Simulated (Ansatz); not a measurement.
Geometry optimisation, RKS B3LYP-D4/def2-SVP (Ansatz).

Input file:

```yaml
crystal:
  periodic: [false, false, false]
  atoms:
    - { symbol: Al, position_ang: [-0.180357, -2.649639, -0.025446] }
    - { symbol: Cl, position_ang: [1.936185, -2.238824, -0.476612] }
    - { symbol: H, position_ang: [-1.13552, -2.82217, -1.262287] }
    - { symbol: H, position_ang: [-0.535844, -2.887367, 1.487433] }
    - { symbol: H, position_ang: [1.084999, 0.232171, -0.1874] }
    - { symbol: O, position_ang: [0.169541, 0.486943, 0.006528] }
    - { symbol: Si, position_ang: [-0.229099, 2.112282, 0.092811] }
    - { symbol: H, position_ang: [0.507489, 2.797637, 1.195548] }
    - { symbol: H, position_ang: [0.072541, 2.814426, -1.189561] }
    - { symbol: H, position_ang: [-1.690035, 2.154441, 0.358985] }
basis:
  gaussian: { orbitals: def2-SVP }
hamiltonian:
  xc: b3lyp
  dispersion: d4
relax:
  f_tol: 0.03
  max_steps: 50
```

Run as:

```bash
$ ansatz run input.yaml --threads 2 --pin off --max-ram 3072MiB --backend cpu --events-out ev --progress --plain --runs-dir out
```

Where does it end, and by what steps?

The run converged. After 12 steps the energy has fallen by 0.799 eV; H3 moved furthest, 0.95 Å. Joined: Al1–O6 (3.16 → 1.99 Å).

| step | energy less start (eV) | largest force component (eV/Å) | accepted |
| --- | --- | --- | --- |
| 0 | 0.0000 | 0.824 | yes |
| 1 | -0.1514 | 0.466 | yes |
| 2 | -0.2982 | 0.775 | yes |
| 3 | -0.5073 | 0.927 | yes |
| 4 | -0.6733 | 0.631 | yes |
| 5 | -0.6828 | 1.177 | yes |
| 6 | -0.7526 | 0.282 | yes |
| 7 | -0.7827 | 0.120 | yes |
| 8 | -0.7930 | 0.217 | yes |
| 9 | -0.7972 | 0.098 | yes |
| 10 | -0.7986 | 0.090 | yes |
| 11 | -0.7990 | 0.052 | yes |
| 12 | -0.7992 | 0.009 | yes |

```xyz
10
Properties=species:S:1:pos:R:3
Al -0.140 -1.768 -0.010
Cl 1.895 -2.406 -0.450
H -1.164 -1.871 -1.215
H -0.604 -1.959 1.493
H 1.403 0.064 -0.270
O 0.450 0.133 -0.074
Si -0.309 1.668 0.098
H 0.330 2.383 1.230
H -0.134 2.421 -1.169
H -1.726 1.336 0.367
```

Whether the end is a true minimum wasn't checked by a vibrational analysis.

The run took 35 s on 2 threads of Intel(R) Xeon(R) Platinum 8259CL CPU @ 2.50GHz (Skylake/Cascade Lake), on a shared host, peak memory 0.23 GiB.
